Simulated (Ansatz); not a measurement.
`CN([SiH3])[SiH3]` and `[SiH3]N([SiH3])[Si]Br` differ in one atom or group.

Ansatz, PBE0-D4/def2-TZVP geometries, multiplicity 1. Each molecule was computed in one conformer, which needn't be the lowest.

Scalar relativity is left out up to krypton. Spin–orbit coupling is left out; it splits and shifts lone-pair levels of the heavy atoms by tenths of an eV.

```
                                          property  `CN([SiH3])[SiH3]`
                 LUMO energy (PBE/def2-TZVPP) / eV               -0.76
               HOMO–LUMO gap (PBE/def2-TZVPP) / eV                5.03
    size of the dipole moment (PBE/def2-TZVPP) / D                0.89
    zero-point energy (PBE0-D4/def2-TZVP) / kJ/mol               247.8
size of the dipole moment (ωB97M-V/def2-TZVPP) / D                0.89
              HOMO–LUMO gap (PBE0/def2-TZVPP) / eV                7.18
```

Q: Give the same properties after the change, and the shifts. (Best estimate.)

A: Computed: 
```json
{"property": "LUMO energy (PBE/def2-TZVPP) / eV", "`[SiH3]N([SiH3])[Si]Br`": "-2.92", "shift": "-2.16"}
{"property": "HOMO–LUMO gap (PBE/def2-TZVPP) / eV", "`[SiH3]N([SiH3])[Si]Br`": "3.20", "shift": "-1.83"}
{"property": "size of the dipole moment (PBE/def2-TZVPP) / D", "`[SiH3]N([SiH3])[Si]Br`": "1.66", "shift": "0.77"}
{"property": "zero-point energy (PBE0-D4/def2-TZVP) / kJ/mol", "`[SiH3]N([SiH3])[Si]Br`": "154.3", "shift": "-93.5"}
{"property": "size of the dipole moment (ωB97M-V/def2-TZVPP) / D", "`[SiH3]N([SiH3])[Si]Br`": "1.82", "shift": "0.93"}
{"property": "HOMO–LUMO gap (PBE0/def2-TZVPP) / eV", "`[SiH3]N([SiH3])[Si]Br`": "5.02", "shift": "-2.16"}
```

With PBE0 the HOMO falls by 0.08 eV and the LUMO falls by 2.24 eV, so the gap narrows by about 2.16 eV. PBE moves the HOMO by -0.31 eV and ωB97M-V by 0.14 eV. The zero-point energy changes by -93.5 kJ/mol with -6 modes. Dipoles are sizes alone; their direction can turn.
